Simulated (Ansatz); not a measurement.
Name a neutral molecule of Cl, Ge, Se and H with LUMO energy (PBE0/def2-TZVPP) between -1.00 and -0.70 eV and HOMO–LUMO gap (ωB97M-V/def2-TZVPP) between 10.55 and 10.85 eV (Ansatz, PBE0-D4/def2-TZVP geometry).

`[Cl][GeH2][SeH]` (-0.76 eV, 10.57 eV). Other molecules can fit too; these were computed, each in one conformer that needn't be the lowest.
